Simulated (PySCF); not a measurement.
TDDFT excited states: C5H14GeO

Species: C5H14GeO.
SMILES: `CC(C)[C@@H](C)[O][GeH3]`

Computed, not measured: PySCF 2.14.0, density-fitted response routines, TDDFT wB97X-D/def2-SVPD, vertical, gas phase, core orbitals frozen in the response. One conformer (not necessarily the lowest) at the PBE0-D3(BJ)/def2-SVP geometry, without solvent, vibrations or thermal averaging. The wB97X-D/def2-SVPD calculation is non-relativistic and has no spin–orbit coupling, an omission that weighs most on germanium. Torsions of this conformer, `[CH3:1][CH:2]([CH3:3])[C@@H:4]([CH3:5])[O:6][GeH3:7]`: C1–C2–C4–C5 -178°, C2–C4–O6–Ge7 149°.

Task: Predict the UV-vis stick spectrum at this level.

Result: 

```
state  E (eV)  E (kJ/mol)  λ (nm)       f  |μ| (D)  main configurations (H = HOMO, L = LUMO)
   S1    6.79         655   182.5  0.0047     0.43                    H→L+1 (57%), H→L (32%)
   S2    7.50         724   165.3   0.032     1.07                    H→L (55%), H→L+1 (36%)
   S3    7.65         738   162.1   0.043     1.21                H-1→L+1 (59%), H-1→L (20%)
   S4    8.02         774   154.5  0.0045     0.39                               H→L+3 (76%)
   S5    8.26         797   150.0   0.030     0.98   H-1→L (39%), H-1→L+1 (29%), H→L+5 (10%)
   S6    8.46         816   146.6   0.033     1.01     H→L+5 (25%), H→L+2 (19%), H→L+4 (17%)
   S7    8.52         822   145.6   0.028     0.92   H-2→L+1 (19%), H→L+4 (13%), H→L+2 (12%)
   S8    8.71         840   142.4  0.0089     0.52    H→L+4 (36%), H→L+2 (13%), H-4→L+1 (9%)
   S9    8.73         842   142.0   0.036     1.05   H→L+5 (23%), H-1→L+3 (19%), H→L+6 (16%)
  S10    8.80         849   140.9  0.0014     0.21                H-1→L+3 (56%), H→L+5 (10%)
```

Triplets, Tamm–Dancoff:

```csv
state,E (eV),λ (nm),"main configurations (H = HOMO, L = LUMO)"
T1,6.47,191.7,"H→L+1 (43%), H→L (41%)"
T2,7.24,171.2,"H-1→L+1 (39%), H-1→L (34%)"
T3,7.29,170.1,"H→L+1 (46%), H→L (38%)"
T4,7.88,157.3,H→L+3 (72%)
```

The lowest singlet lies at 6.79 eV (183 nm, vacuum ultraviolet) and is very weak; its leading configuration is HOMO→LUMO+1 (57%). The strongest level in the table is S3 at 7.65 eV (162 nm, f = 0.043). Löwdin shares by element: HOMO oxygen 52%, carbon 19% or more, germanium 8% (atoms not listed hold the other 21%); LUMO germanium 52%, hydrogen 36% or more. Orbital energies (eV): HOMO-3 -11.24, HOMO-2 -11.01, HOMO-1 -10.11, HOMO -9.53, LUMO 1.80, LUMO+1 1.90, LUMO+2 2.69. The oscillator strengths of these states sum to 0.222; summed over the whole spectrum of an exact calculation they would give the number of electrons, 84 (Thomas–Reiche–Kuhn). Of the 10 states listed, 6 reach f = 0.01 and none stays under 0.0005. All these states lie below the vertical ionisation energy of 9.60 eV (ΔSCF). The window holds the lowest 10 singlets.

Without π bonds the low states are Rydberg-like; a valence basis with one diffuse set may place them up to an eV too high.
